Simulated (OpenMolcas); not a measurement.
Si: effect of the active space

| Item | Value |
| --- | --- |
| Program | OpenMolcas |
| Method | CASSCF or its RAS form |
| Basis | ANO-RCC-VQZP |
| Scalar Hamiltonian | X2C, point nucleus |
| Spin-orbit coupling | state interaction with AMFI integrals over the reference wave functions, term energies averaged over their components |

A. 2 electrons in 3 orbitals (3p); 2S+1 = 3 even, 3 roots; 2S+1 = 1 even, 6 roots; cost about 6 core-seconds
B. 4 electrons in 9 orbitals (RAS2 3s 3p; RAS3 3d, at most 2 electrons); 2S+1 = 3 even, 3 roots; 2S+1 = 1 even, 6 roots kept (CI in the orbitals of an earlier block); 2S+1 = 5 odd, 1 root; cost about 40 core-seconds

Energies in cm⁻¹ above 3s² 3p² ³P₀, the measured ground level; measured values from NIST Handbook of Basic Atomic Spectroscopic Data.

```json
{"Level": "3s² 3p² ³P₀", "A": "0.0", "B": "0.0", "Measured": "0.0"}
{"Level": "3s² 3p² ³P₁", "A": "66.4", "B": "66.8", "Measured": "77.1"}
{"Level": "3s² 3p² ³P₂", "A": "195", "B": "196", "Measured": "223"}
{"Level": "3s² 3p² ¹D₂", "A": "8736", "B": "8796", "Measured": "6299"}
{"Level": "3s² 3p² ¹S₀", "A": "21305", "B": "19814", "Measured": "15394"}
```

Deviations, from unrounded energies. A percentage is the sum of absolute deviations over the sum of measured energies, with the sign that they share, or ± where signs differ.

```json
{"Against measurement": "mean absolute deviation (cm-1)", "Levels": "4", "A": "2100", "B": "1700"}
{"Against measurement": "fine structure of the ground term (%)", "Levels": "2", "A": "-12.9", "B": "-12.5"}
{"Against measurement": "other terms of the ground configuration (%)", "Levels": "2", "A": "+38.5", "B": "+31.9"}
```

B lies closest to measurement on these levels. The largest miss of B in the table is 3s² 3p² ¹S₀, by +4400 cm-1. The ranking rests on the paired levels alone, and a cruder setting can come out closer through cancelling errors.

Between A and B the level of the table that moves most is 3s² 3p² ¹S₀, by 1500 cm-1 (lowest in B, highest in A).

Without dynamic correlation excited terms often stand tens of per cent too high (terms of higher spin than the ground term too low), and those without a measured partner can miss by more than the paired ones. With the s shell closed, the reference lacks s² → p² mixing (holds for A). Terms from blocks run as CI alone lack orbitals of their own (holds for B). Active for correlation alone: 3d; no level in the range computed is led by a configuration that fills it, so any true level of that kind is missing (holds for B). Computed and measured levels are paired by configuration, term and J; levels that our copy of the source lacks, or whose pairing is in doubt (as where it misses far off the trend of its configuration), stay unpaired and out of the deviations. Only configurations of the active space appear. Levels that lie high or do not pair safely by name in every column are left out.
